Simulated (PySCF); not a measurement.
## How methods differ on the excitation energy of Ar²⁺

Ar²⁺ [Ne] 3s2 3p4 (3P) → Ar²⁺ [Ne] 3s1 3p4 3d1 (high-spin determinant), as a difference of total energies. Computed with PySCF 2.14 in aug-cc-pV(T+d)Z with one added diffuse shell each of s, p, d, f type (7s6p5d3f, 71 functions), with the non-relativistic Hamiltonian (point nucleus). Correlated levels: valence: [Ne] frozen. The calculations carry no spin-orbit coupling.

| method | excitation energy (eV) |
| --- | --- |
| UHF | 31.198 |
| LDA | 31.672 |
| PBE | 31.329 |
| PBE0 | 31.578 |
| r2SCAN | 31.174 |
| BHandHLYP | 32.187 |
| MN15 | 31.175 |
| r2SCANh | 31.266 |
| B2PLYP | 31.907 |
| MP2 (valence) | 31.701 |
| SCS-MP2 (valence) | 31.836 |

Question: How much does correlation contribute at MP2 (valence)?

Answer: 31.701 − (31.198) = 0.503 eV, measured against UHF.

The promoted electron is Rydberg-like, and one or two diffuse shells describe it only roughly, which tends to raise the upper state.

The determinant of the upper state mixes LS terms, which raises its energy above the lowest term, most at the Hartree-Fock and MP2 levels.
